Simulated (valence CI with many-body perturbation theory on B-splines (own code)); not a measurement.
## Zr I in brief

Method: relativistic CI+MBPT: four valence electrons over a frozen Dirac-Fock core [Kr], radial functions for each j: 9 s, 9 p, 10 d, 8 f, 5 g, 3 h, 1 i, with the one-electron correlation potential Σ1, the two-electron term Σ2, the three-electron term Σ3, Breit, model QED; selected CI, second order for the rest, scaled by the run's own slope (own B-spline code, finite nucleus).

Against 42 measured levels this calculation errs by 226 cm⁻¹ on average and by 361 at most. These come from a selection out of the NIST Handbook of Basic Atomic Spectroscopic Data. Levels without a partner in it may be off by more, other configurations by 1,000 to 4,000 cm⁻¹. Among the levels kept, up to 580 cm⁻¹ of a level comes from second order outside the variational space, and about a tenth of that is noise between levels of different J, which matters for small intervals. 1 measured level below the end of the list, from 13142 cm⁻¹ on, found no clear computed partner.

Names give the largest LS component (configuration and term), which can be under half, so a name can repeat, a term be missing and a line seem to break the LS rules; names also repeat where a configuration has a term twice.

Rates and lifetimes use the calculated energies. Strong lines usually hold to 10 to 20 %, long lifetimes can be off by a factor of two.

Question: What is the ground level?

Answer: 4d²5s² ³F_2, composition 87 % 4d²5s² ³F + 3 % 4d²5p² ³F + 1 % 4d²5s² ¹D, g = 0.669.

Question: What are the static dipole polarisabilities of the lowest levels?

Answer: 4d²5s² ³F_2 121 (tensor 2.3); 4d²5s² ³F_3 121 (tensor 2.6); 4d²5s² ³F_4 120 (tensor 3.6); 4d²5s² ³P_0 129 bohr³, of which the core gives 2.98. The recommended value for the atom is 112 ± 13 bohr³ (Schwerdtfeger and Nagle, table of static dipole polarizabilities (2023 update)).

Question: What is the ionisation energy?

Answer: 6.6014 eV; NIST lists 6.63413 eV (measured).

Question: Among levels below 20877 cm⁻¹, which E1 lines absorb most strongly from the ground level?

Answer: to 4d²5s5p ³F°_2 at 621.4 nm, f = 0.0104; to 4d²5s5p ³D°_1 at 582.7 nm, f = 0.00419; to 4d²5s5p ³F°_3 at 601.4 nm, f = 0.00177.

Question: Where does the other parity begin?

Answer: At 4d²5s5p ⁵G°_2, 14481 cm⁻¹.

Question: How is the term ³F of the ground level split?

Answer: J = 2 at 0.0, J = 3 at 569, J = 4 at 1235 cm⁻¹.

Question: How well does LS coupling describe the low levels?

Answer: Among the lowest 20 levels the leading LS term, summed over configurations, holds 92 % on average. For single configurations the figures are 80 % in LS and 57 % in jj coupling. Terms mix most in the J = 2 level at 4410 cm⁻¹, where the leading one holds 50 %.
